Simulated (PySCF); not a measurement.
# Stationary points of InHF

These are results of PBE0 in PySCF with In def2-TZVP with ECP28, H def2-TZVP, F def2-TZVP; scalar-relativistic core potentials, no spin–orbit coupling; density-fitted integrals, not measurements.

Relaxations began from a few typed shapes; open shells are unrestricted. The search is not exhaustive: other isomers or separated fragments can lie lower, and high-lying points may rest on an excited occupation.

```
   spin  group                       bonds         angles  imaginary modes (cm⁻¹)  ΔE (kJ/mol)  ΔE with ZPE (kJ/mol)
doublet     Cs  In–F 1.970 Å, In–H 1.779 Å  F–In–H 113.7°                    none          0.0                   0.0
doublet    C∞v  In–F 2.008 Å, In–H 2.009 Å  F–In–H 180.0°              460i, 460i         64.4                     –
```

The lowest minimum found is the doublet Cs: In–F 1.970 Å, In–H 1.779 Å; F–In–H 113.7°.

For the lowest minimum: with an element this heavy the missing spin–orbit coupling can shift these numbers.
